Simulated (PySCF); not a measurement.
The same groups moved round the core (silole methyl+methyl+methyl+methyl). All species are isolated molecules in the gas phase. Strings in code marks are SMILES.

Calculation: ωB97X-D3(BJ)/def2-TZVP // B3LYP-D3(BJ)/def2-SVP (PySCF). All candidates: neutral, multiplicity 1. Excitations are Tamm–Dancoff values on a coarser integration grid. The basis has no diffuse functions, so Rydberg states are missing or too high.

T1 excitation (TDA): 2.86 eV
HOMO: -8.47 eV
HOMO–LUMO gap: 9.53 eV

**Question.** Name which member has these values.
A) `CC1=CC=C(C)[Si]1(C)C`
B) `CC1=CC(C)=C(C)[Si@@H]1C`
C) `CC1=C[Si@@H](C)C(C)=C1C`
D) `CC1=C[Si](C)(C)C=C1C`

**Answer.** D, `CC1=C[Si](C)(C)C=C1C`. The others give `CC1=C[Si@@H](C)C(C)=C1C`: 2.81 eV, -8.29 eV, 9.38 eV; `CC1=CC=C(C)[Si]1(C)C`: 2.70 eV, -8.20 eV, 9.32 eV; `CC1=CC(C)=C(C)[Si@@H]1C`: 2.78 eV, -8.18 eV, 9.33 eV
